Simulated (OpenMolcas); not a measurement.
## InCl2O (SMILES [O][In]([Cl])[Cl]): the vertical energy of the quartet above the doublet from total energies

InCl2O: 4 atoms, total charge 0, spin state doublet. SMILES: `[O][In]([Cl])[Cl]`. The coordinates come from a PBE0-D4/def2-TZVP relaxation.

Both states at this one shape; open shells run unrestricted unless said. 1 Eh = 27.2114 eV.

```tsv
level	program	doublet InCl2O (Eh)	quartet InCl2O (Eh)
UHF/def2-SVPD (core potential)	OpenMolcas	-1182.803829	-1182.653710
USVWN5/def2-SVPD (core potential)	OpenMolcas	-1181.627737	-1181.484378
U-revPBE/def2-SVPD (core potential)	OpenMolcas	-1185.302961	-1185.154437
UBLYP/def2-SVPD (core potential)	OpenMolcas	-1185.388891	-1185.242727
```

Work out the vertical gap, second state less first, at each level.


1. UHF/def2-SVPD (core potential): -1182.653710 − (-1182.803829) = 0.150119 Eh = 4.08 eV.
2. USVWN5/def2-SVPD (core potential): -1181.484378 − (-1181.627737) = 0.143359 Eh = 3.90 eV.
3. U-revPBE/def2-SVPD (core potential): -1185.154437 − (-1185.302961) = 0.148524 Eh = 4.04 eV.
4. UBLYP/def2-SVPD (core potential): -1185.242727 − (-1185.388891) = 0.146164 Eh = 3.98 eV.

No measured value is set beside it here; the levels span 3.90 to 4.08 eV. Spin-orbit coupling, which splits open shells on such heavy atoms by tenths of an eV, is left out.
